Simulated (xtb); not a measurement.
O$_{2}$Zr, triplet, from a rough starting geometry (GFN-xTB shapes and energies of metal compounds can be far from the true ones) (the multiplicity is a formal guess); xtb with GFN2-xTB.

The xtb input:
```
$ xtb mol.xyz --gfn 2 --uhf 2 --opt vtight --json

# file mol.xyz
3

Zr     0.01122022    -0.00747082    -0.04294345
O      1.41587332     0.27437981    -1.16812804
O     -1.30853011    -0.23419736     1.10817236
```

Q: Predict the main parts of the log of this xtb run.

A: 
```
   ID    Z sym.   atoms
    1   40 Zr     1
    2    8 O      2, 3

           -------------------------------------------------
          |                Calculation Setup                |
           -------------------------------------------------

           -------------------------------------------------
          |                 G F N 2 - x T B                 |
           -------------------------------------------------

          ...................................................
          :                      SETUP                      :
          :.................................................:
          :  # basis functions                  18          :
          :  # atomic orbitals                  17          :
          :  # shells                            7          :
          :  # electrons                        16          :
          :  max. iterations                   250          :
          :  Hamiltonian                  GFN2-xTB          :
          :  restarted?                      false          :
          :  GBSA solvation                  false          :
          :  PC potential                    false          :
          :  electronic temp.          300.0000000     K    :
          :  accuracy                    1.0000000          :
          :  -> integral cutoff          0.2500000E+02      :
          :  -> integral neglect         0.1000000E-07      :
          :  -> SCF convergence          0.1000000E-05 Eh   :
          :  -> wf. convergence          0.1000000E-03 e    :
          :  Broyden damping             0.4000000          :
          :  net charge                          0          :
          :  unpaired electrons                  2          :
          ...................................................

 iter      E             dE          RMSdq      gap      omega  full diag
   1     -9.2815536 -0.928155E+01  0.280E+01    1.28       0.0  T
   2     -9.5042861 -0.222733E+00  0.141E+01    1.42       1.0  T
   3     -9.4189623  0.853238E-01  0.126E+01    1.37       1.0  T
   4     -9.1420757  0.276887E+00  0.971E+00    1.08       1.0  T
   5     -9.5510042 -0.408928E+00  0.189E+00    1.39       1.0  T
   6     -9.5562577 -0.525345E-02  0.122E+00    1.38       1.0  T
   7     -9.5562152  0.424410E-04  0.809E-01    1.38       1.0  T
   8     -9.5564226 -0.207401E-03  0.184E-01    1.38       1.0  T
   9     -9.5564669 -0.442200E-04  0.807E-02    1.38       1.0  T
  10     -9.5564831 -0.162482E-04  0.233E-02    1.38       2.5  T
  11     -9.5564842 -0.111159E-05  0.160E-02    1.38       3.6  T
  12     -9.5564842 -0.216807E-07  0.396E-03    1.38      14.6  T
  13     -9.5564842 -0.100905E-08  0.975E-04    1.38      59.2  T
  14     -9.5564842 -0.329029E-09  0.246E-04    1.38     234.7  T

   *** convergence criteria satisfied after 14 iterations ***

 transition dipole moment (au) for excitation:           8           9
     X       Y       Z
  -0.6409  -0.1218   0.5300  total (au/Debye):    0.841   2.136
 dE (eV)             :    2.113
 oscillator strength :  0.51734E-01

         :::::::::::::::::::::::::::::::::::::::::::::::::::::
         ::                     SUMMARY                     ::
         :::::::::::::::::::::::::::::::::::::::::::::::::::::
         :: total energy              -9.513433091520 Eh    ::
         :: gradient norm              0.035706553262 Eh/a0 ::
         :: HOMO-LUMO gap              1.377154959395 eV    ::
         ::.................................................::
         :: SCC energy                -9.556484264953 Eh    ::
         :: -> isotropic ES            0.072308362701 Eh    ::
         :: -> anisotropic ES          0.018122045515 Eh    ::
         :: -> anisotropic XC         -0.005436378716 Eh    ::
         :: -> dispersion             -0.001238224890 Eh    ::
         :: repulsion energy           0.043051173433 Eh    ::
         :: add. restraining           0.000000000000 Eh    ::
         :: total charge              -0.000000000003 e     ::
         :::::::::::::::::::::::::::::::::::::::::::::::::::::

      -----------------------------------------------------------
     |                   =====================                   |
     |                        A N C O P T                        |
     |                   =====================                   |
     |               Approximate Normal Coordinate               |
     |                Rational Function Optimizer                |
      -----------------------------------------------------------
      -----------------------------------------------------------
     |                   =====================                   |
     |                        A N C O P T                        |
     |                   =====================                   |
     |               Approximate Normal Coordinate               |
     |                Rational Function Optimizer                |
      -----------------------------------------------------------

          ...................................................
          :                      SETUP                      :
          :.................................................:
          :   optimization level         verytight          :
          :   max. optcycles                   200          :
          :   ANC micro-cycles                  20          :
          :   degrees of freedom                 3          :
          :.................................................:
          :   RF solver                   davidson          :
          :   write xtbopt.log                true          :
          :   linear?                        false          :
          :   energy convergence         0.1000000E-06 Eh   :
          :   grad. convergence          0.2000000E-03 Eh/α :
          :   maxmium RF displ.          1.0000000          :
          :   Hlow (freq-cutoff)         0.1000000E-01      :
[...]
 * total energy  :    -9.5041380 Eh     change        0.1064153E-01 Eh
 * total energy  :    -9.5153070 Eh     change       -0.1116906E-01 Eh
 * total energy  :    -9.5157344 Eh     change       -0.4273711E-03 Eh
 * total energy  :    -9.5164152 Eh     change       -0.6807718E-03 Eh
 * total energy  :    -9.5168208 Eh     change       -0.4056411E-03 Eh
 * total energy  :    -9.5190536 Eh     change       -0.2232773E-02 Eh
 * total energy  :    -9.5193178 Eh     change       -0.2641896E-03 Eh
 * total energy  :    -9.5198397 Eh     change       -0.5218838E-03 Eh
 * total energy  :    -9.5200606 Eh     change       -0.2209716E-03 Eh
 * total energy  :    -9.5201437 Eh     change       -0.8301495E-04 Eh
 * total energy  :    -9.5201477 Eh     change       -0.4080557E-05 Eh
 * total energy  :    -9.5201491 Eh     change       -0.1398802E-05 Eh
 * total energy  :    -9.5201492 Eh     change       -0.1230226E-07 Eh
   *** GEOMETRY OPTIMIZATION CONVERGED AFTER 17 ITERATIONS ***
[...]
          :  GBSA solvation                  false          :
          :  PC potential                    false          :
          :  electronic temp.          300.0000000     K    :
          :  accuracy                    1.0000000          :
          :  -> integral cutoff          0.2500000E+02      :
          :  -> integral neglect         0.1000000E-07      :
          :  -> SCF convergence          0.1000000E-05 Eh   :
          :  -> wf. convergence          0.1000000E-03 e    :
          :  Broyden damping             0.4000000          :
          :  net charge                          0          :
          :  unpaired electrons                  2          :
          ...................................................

 iter      E             dE          RMSdq      gap      omega  full diag
   1     -9.5572503 -0.955725E+01  0.132E-05    1.10       0.0  T
   2     -9.5572503  0.737188E-12  0.163E-05    1.10    3535.3  T
   3     -9.5572503 -0.385469E-12  0.133E-05    1.10    4348.3  T

   *** convergence criteria satisfied after 3 iterations ***

 transition dipole moment (au) for excitation:           8           9
     X       Y       Z
  -0.2824  -0.0523   0.2369  total (au/Debye):    0.372   0.946
 dE (eV)             :    2.710
 oscillator strength :  0.13017E-01

         :::::::::::::::::::::::::::::::::::::::::::::::::::::
         ::                     SUMMARY                     ::
         :::::::::::::::::::::::::::::::::::::::::::::::::::::
         :: total energy              -9.520149153393 Eh    ::
         :: gradient norm              0.000030669828 Eh/a0 ::
         :: HOMO-LUMO gap              1.100087508279 eV    ::
         ::.................................................::
         :: SCC energy                -9.557250264724 Eh    ::
         :: -> isotropic ES            0.066970411430 Eh    ::
         :: -> anisotropic ES          0.012834671564 Eh    ::
         :: -> anisotropic XC         -0.008274815084 Eh    ::
         :: -> dispersion             -0.001255925357 Eh    ::
         :: repulsion energy           0.037101111331 Eh    ::
         :: add. restraining           0.000000000000 Eh    ::
         :: total charge              -0.000000000014 e     ::
         :::::::::::::::::::::::::::::::::::::::::::::::::::::

           -------------------------------------------------
          |                Property Printout                |
           -------------------------------------------------

    * Orbital Energies and Occupations

         #    Occupation            Energy/Eh            Energy/eV
      -------------------------------------------------------------
         1        2.0000           -0.7101407             -19.3239
         2        2.0000           -0.6828180             -18.5804
         3        2.0000           -0.4908514             -13.3567
         4        2.0000           -0.4677430             -12.7279
         5        2.0000           -0.4587236             -12.4825
         6        2.0000           -0.4500225             -12.2457
         7        1.9928           -0.4443432             -12.0912
         8        1.0072           -0.4349752             -11.8363
         9        1.0000           -0.3353673              -9.1258 (HOMO)
        10                         -0.2949399              -8.0257 (LUMO)
        11                         -0.2919515              -7.9444
        12                         -0.2688466              -7.3157
        13                         -0.2292630              -6.2386
        14                         -0.0819880              -2.2310
        15                         -0.0458207              -1.2468
        16                          0.1648488               4.4858
        17                          0.3228849               8.7861
      -------------------------------------------------------------
                  HL-Gap            0.0404275 Eh            1.1001 eV
             Fermi-level           -0.3774158 Eh          -10.2700 eV

     #   Z          covCN         q      C6AA      α(0)
     1  40 Zr       1.404     0.874   453.059    48.749
     2   8 O        0.702    -0.437    22.499     6.355
     3   8 O        0.702    -0.437    22.499     6.355

 Mol. C6AA /au·bohr⁶  :        905.543893
 Mol. C8AA /au·bohr⁸  :      97906.763851
 Mol. α(0) /au        :         61.460167

Wiberg/Mayer (AO) data.
largest (>0.10) Wiberg bond orders for each atom

 ---------------------------------------------------------------------------
     #   Z sym  total        # sym  WBO       # sym  WBO       # sym  WBO
 ---------------------------------------------------------------------------
     1  40 Zr   3.296 --     3 O    1.648     2 O    1.648
     2   8 O    2.052 --     1 Zr   1.648     3 O    0.404
     3   8 O    2.052 --     1 Zr   1.648     2 O    0.404
 ---------------------------------------------------------------------------

Topologies differ in total number of bonds
Writing topology from bond orders to xtbtopo.mol

molecular dipole:
                 x           y           z       tot (Debye)
 q only:       -0.611      -0.677      -0.878
   full:       -1.024      -1.134      -1.470       5.389
molecular quadrupole (traceless):
                xx          xy          yy          xz          yz          zz
 q only:       -3.281      -1.203       3.876       6.361       1.508      -0.595
  q+dip:       -3.675      -0.601       3.774       7.297       2.529      -0.099
   full:       -5.060      -1.039       5.468      10.137       3.232      -0.408

optimized geometry written to: xtbopt.xyz

           -------------------------------------------------
          | TOTAL ENERGY               -9.520149153393 Eh   |
          | GRADIENT NORM               0.000030669828 Eh/α |
          | HOMO-LUMO GAP               1.100087508279 eV   |
           -------------------------------------------------

normal termination of xtb
```
